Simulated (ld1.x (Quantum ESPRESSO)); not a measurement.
**Which setting gave this result? (lithium (Li), PAW)**

Base potential:

```json
{
 "Element": "Li (Z = 3)",
 "Generator": "ld1.x (Quantum ESPRESSO) 7.5",
 "Type": "PAW",
 "Functional": "PBEsol",
 "Relativity": "non-relativistic",
 "Frozen core": "none",
 "Valence charge": "3",
 "Reference configuration": "1s2 2s0 2p1",
 "Partial waves": "1s (bound): rcut 1.15, rcutus 1.25 bohr; 2s (bound, empty): rcut 1.15, rcutus 1.25 bohr; 2p (bound): rcut 3.85, rcutus 4.30 bohr; 2p channel at 0.25 Ry: rcut 3.85, rcutus 4.30 bohr",
 "Local potential": "all-electron potential smoothed inside 4.00 bohr (lloc = -1)",
 "Core correction": "none",
 "Augmentation charge": "PSQ, inside the norm-conserving radii"
}
```

Cutoffs, loose and tight: the cutoffs (Ry, on a coarse ladder) from which the occupation-weighted sum of valence levels, in a spherical-Bessel basis at the reference potential, stays within 10 and 1 mRy of its value at 400 Ry. They do not see the model core or the augmentation charge, which bear on the density cutoff. Test errors are all-electron minus pseudo excitation energies from the reference, over the configurations 1s2 2s1 2p0; 1s2 2s0 2p0; 1s2 2s0.5 2p0; 1s1 2s1 2p0; variants that change the core or the reference have their own tests.

Only the scale of all radii (base = 1) is moved (1 further runs of the sweep failed or gave no value and are left out):

```tsv
scale of all radii (base = 1)	cutoff, loose	cutoff, tight	bound ghosts	largest test error (meV)
0.77	50 Ry	70 Ry	none	-102
0.83	40 Ry	50 Ry	none	+0.2 over the solved tests; 1 of 4 tests not solved or not reliable
0.99	30 Ry	40 Ry	none	test run stopped at test 1 of 4 (negative rho)
1.07	25 Ry	35 Ry	none	test run stopped at test 1 of 4 (negative rho)
1.22	18 Ry	25 Ry	none	test run stopped at test 1 of 4 (negative rho)
1.28	18 Ry	21 Ry	none	test run stopped at test 1 of 4 (negative rho)
1.41	15 Ry	18 Ry	none	test run stopped at test 1 of 4 (negative rho)
```

Problem. One more run gave cutoff, loose: 21 Ry; cutoff, tight: 30 Ry; bound ghosts: none; largest test error (meV): test run stopped at test 1 of 4 (negative rho). Which value of the scale of all radii (base = 1) was used?

Solution. 1.16. The tight cutoff moves one way along this sweep, from 70 Ry at 0.77 to 18 Ry at 1.41, which places the run between 1.07 and 1.22.
